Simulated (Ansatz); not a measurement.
FGa (SMILES [F][Ga]), singlet, at a GFN2-xTB geometry (such geometries of metal compounds can be far from the true shape); Ansatz (a program for electronic structure) with HF/6-31G.

Ansatz was given this input:
Ansatz 0.2 input:
```yaml
crystal:
  periodic: [false, false, false]
  atoms:
    - {symbol: Ga, position_ang: [-0.00000000, -0.00000000, -0.40479707]}
    - {symbol: F, position_ang: [0.00000000, 0.00000000, 1.39430103]}
basis:
  gaussian:
    orbitals: 6-31G
hamiltonian:
  xc: hf
```

What the program printed (banner, timings and long lists left out):

```
Functional definition: HF
333 factors; integrals over basis functions are off by at most 5.9e-4 eV
mean field evaluation 1: about -55030.3441 eV, gradient 3.2e1 eV
mean field evaluation 2: about -55030.3477 eV, gradient 3.2e1 eV
mean field evaluation 4: about -55032.3531 eV, gradient 1.2e0 eV
mean field evaluation 8: about -55032.3628 eV, gradient 4.3e-4 eV
mean field -55032.36281044 eV, -2022.4020310084 hartree, gradient 4.8e-5 eV, S^2 0.000000; 0 other end points of the search recorded, 0 dependent functions left out
reference -55032.36281044 eV, -2022.4020310084 hartree; 20, 20 occupied and 18, 18 virtual orbitals, 333 factors
Total energy: -55032.36281044 eV, -2022.4020310084 hartree
```
